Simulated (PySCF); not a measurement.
Compound: C7H9FSSi.
SMILES with atom numbers: `[CH3:1][C:2]#[C:3][C@@H:4]1[CH2:5][Si@@H:6]([F:7])[CH2:8][C:9]1=[S:10]`

Definitions: NICS(0) = −σiso at the ring centroid; NICS(1) = −σiso and NICS(1)zz = −σzz at ±1 Å along the ring normal z. Level: GIAO PBE0/pcSseg-1 (PySCF, non-relativistic, gas phase) on the GFN2-xTB geometry, one conformer.

Ring bond lengths (Å), with Mayer bond orders in brackets: C4–C5 1.543 (0.99), C5–Si6 1.900 (0.90), Si6–C8 1.906 (0.86), C8–C9 1.490 (0.99), C9–C4 1.508 (0.94).

What do the NICS probes read (ppm)?

| ring | type | NICS(0) | NICS(1), two faces | NICS(1)zz, two faces | rms pucker (Å) | centre to ring atoms, mean (Å) |
| --- | --- | --- | --- | --- | --- | --- |
| C4–C5–Si6–C8–C9 | 5-membered ring with Si; formal bonds all single | 0.8 | -3.6 / -1.3 | -3.1 / -0.5 | 0.17 | 1.40 |

What can be read from them?

- C4–C5–Si6–C8–C9: mean NICS(1)zz -1.8 ppm, near zero. C4, C5, Si6, C8 have four or more neighbours, so the value isn't read as a sign of a π ring current.

At the first NICS(1) probe listed for ring C4–C5–Si6–C8–C9, 1 Å off the ring, what do the in-plane components average?

The isotropic value is a third of the trace: (3 × -3.6 − (-3.1))/2 = -3.9 ppm.

What are the shieldings of the ring atoms and their hydrogens in the same run (means over atoms taken as equivalent)?

| atoms | environment | σ isotropic (ppm) | principal values of the symmetric part, first atom (ppm) |
| --- | --- | --- | --- |
| C4 | propargylic carbon | 132.5 | 114.5, 122.4, 160.7 |
| C5 | sp3 carbon bound to silicon | 159.0 | 137.9, 156.2, 182.8 |
| Si6 | fluorine-bound silicon | 317.7 | 280.2, 313.2, 359.6 |
| C8 | sp3 carbon bound to silicon | 144.9 | 123.4, 136.9, 174.4 |
| C9 | thiocarbonyl carbon | -89.7 | -255.6, -135.7, 122.3 |
| H on C4 | methine hydrogen | 27.52 | 25.1, 25.8, 31.7 |
| H on C5 | methylene hydrogen | 29.97 | 26.2, 28.7, 35.0 |
| H on C5 | methylene hydrogen | 30.17 | 25.7, 28.0, 36.8 |
| H on Si6 | Si–H hydrogen | 25.91 | 22.2, 25.1, 30.5 |
| H on C8 | methylene hydrogen | 28.70 | 25.1, 28.6, 32.4 |
| H on C8 | methylene hydrogen | 28.49 | 25.0, 27.7, 32.8 |
